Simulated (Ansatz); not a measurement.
One change: `C[S][GaH2]` becomes `C[S][K]`.

Ansatz, PBE0-D4/def2-TZVP geometries, multiplicity 1. 

Scalar relativity is left out up to krypton.

```csv
property,`C[S][GaH2]`
size of the dipole moment (B3LYP/def2-TZVPP) / D,1.38
LUMO energy (ωB97M-V/def2-TZVPP) / eV,0.33
HOMO energy (ωB97M-V/def2-TZVPP) / eV,-9.27
HOMO–LUMO gap (PBE0/def2-TZVPP) / eV,5.76
LUMO energy (PBE/def2-TZVPP) / eV,-2.12
LUMO energy (B3LYP/def2-TZVPP) / eV,-1.61
```

Task: What does the change do to each property? (Best estimate.)

Result: The calculation gave: 
```csv
property,`C[S][K]`,shift
size of the dipole moment (B3LYP/def2-TZVPP) / D,9.34,7.96
LUMO energy (ωB97M-V/def2-TZVPP) / eV,-0.76,-1.09
HOMO energy (ωB97M-V/def2-TZVPP) / eV,-6.38,2.89
HOMO–LUMO gap (PBE0/def2-TZVPP) / eV,2.91,-2.85
LUMO energy (PBE/def2-TZVPP) / eV,-1.85,0.27
LUMO energy (B3LYP/def2-TZVPP) / eV,-1.61,0.00
```

Dipoles are sizes alone; their direction can turn.

B3LYP here is the variant with VWN-RPA as its local correlation; programs differ in this.
